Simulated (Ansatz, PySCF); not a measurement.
System: bromo(dichloro)borane, sum formula BBrCl2, charge 0, multiplicity 1. 
Geometry from a B3LYP-D3(BJ)/def2-TZVP (Ansatz, a quantum-chemistry and plane-wave program) optimisation:
```
B
Cl 1 1.7425
Cl 1 1.7425 2 120.15
Br 1 1.9129 2 119.92 3 -180.00
```
Charge 0, spin multiplicity 1.

Wanted: atomisation energy (electronic, to ground-state atoms), in kcal/mol. Valence correlation only, unless marked. UHF or UKS for open shells. No spin-orbit coupling. Frozen are the shells of the preceding noble gas and the d and f shells that filled before the atom's block. No relativistic terms. FCI takes restricted orbitals. The coupled-cluster limit lacks core correlation, which all-electron functionals hold. CBS(X,Y): correlation extrapolated as X^-3; Hartree-Fock from the larger set.

```json
[
 {"level": "HF/def2-SVP", "program": "Ansatz", "atomisation energy (kcal/mol)": "235.6"},
 {"level": "HF/def2-TZVPD", "program": "PySCF", "atomisation energy (kcal/mol)": "229.2"}
]
```

### Question
Estimate the value at CCSD(T)/CBS(def2-TZVPPD,def2-QZVPPD) as computed with Ansatz.

### Answer
306.6 kcal/mol
